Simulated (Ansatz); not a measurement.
Basis sets compared for Ca2O2. The state is a singlet with charge 0. Geometry PBE0-D4/def2-TZVP. Ansatz on 4 threads of Intel Xeon 6975P-C on a shared host; times are rough, and most runs start from earlier orbitals.

| atom | x (Å) | y (Å) | z (Å) |
| --- | --- | --- | --- |
| Ca1 | 0.432 | -0.495 | -1.321 |
| Ca2 | -0.432 | 0.502 | 1.318 |
| O3 | -1.336 | -0.226 | -0.352 |
| O4 | 1.336 | 0.218 | 0.355 |

The structure comes from a short search, and lower isomers may exist.

Binding counts from free atoms (Ca singlet, O triplet) in the same basis, without a counterpoise term.

```json
{"level": "PBE-D4/def2-SVP", "functions": "76", "energy (Eh)": "-1504.8758", "HOMO (eV)": "-3.45", "LUMO (eV)": "-1.56", "binding per atom (eV)": "3.82", "wall time": "0.5 s"}
{"level": "PBE-D4/def2-TZVP", "functions": "134", "energy (Eh)": "-1505.2280", "HOMO (eV)": "-3.70", "LUMO (eV)": "-1.67", "binding per atom (eV)": "3.75", "wall time": "0.96 s"}
{"level": "r2SCAN-D4/def2-TZVP (with forces)", "functions": "134", "energy (Eh)": "-1505.6720", "HOMO (eV)": "-3.73", "LUMO (eV)": "-1.12", "binding per atom (eV)": "3.70", "wall time": "1.9 s"}
{"level": "PBE0-D4/def2-SVP", "functions": "76", "energy (Eh)": "-1504.9377", "HOMO (eV)": "-4.63", "LUMO (eV)": "-0.99", "binding per atom (eV)": "3.45", "wall time": "0.8 s"}
{"level": "PBE0-D4/def2-TZVP", "functions": "134", "energy (Eh)": "-1505.2872", "HOMO (eV)": "-4.82", "LUMO (eV)": "-1.09", "binding per atom (eV)": "3.39", "wall time": "1.1 s"}
```

(1) Estimate the rows for PBE-D4/def2-TZVPD, r2SCAN-D4/def2-TZVPD, PBE0-D4/def2-TZVPD.

## Answers

(1) 
```json
{"level": "PBE-D4/def2-TZVPD", "functions": "152", "energy (Eh)": "-1505.2317", "HOMO (eV)": "-3.72", "LUMO (eV)": "-1.66", "binding per atom (eV)": "3.76", "wall time": "1.1 s"}
{"level": "r2SCAN-D4/def2-TZVPD", "functions": "152", "energy (Eh)": "-1505.6758", "HOMO (eV)": "-3.74", "LUMO (eV)": "-1.09", "binding per atom (eV)": "3.72", "wall time": "2.1 s"}
{"level": "PBE0-D4/def2-TZVPD", "functions": "152", "energy (Eh)": "-1505.2913", "HOMO (eV)": "-4.85", "LUMO (eV)": "-1.08", "binding per atom (eV)": "3.41", "wall time": "1.2 s"}
```
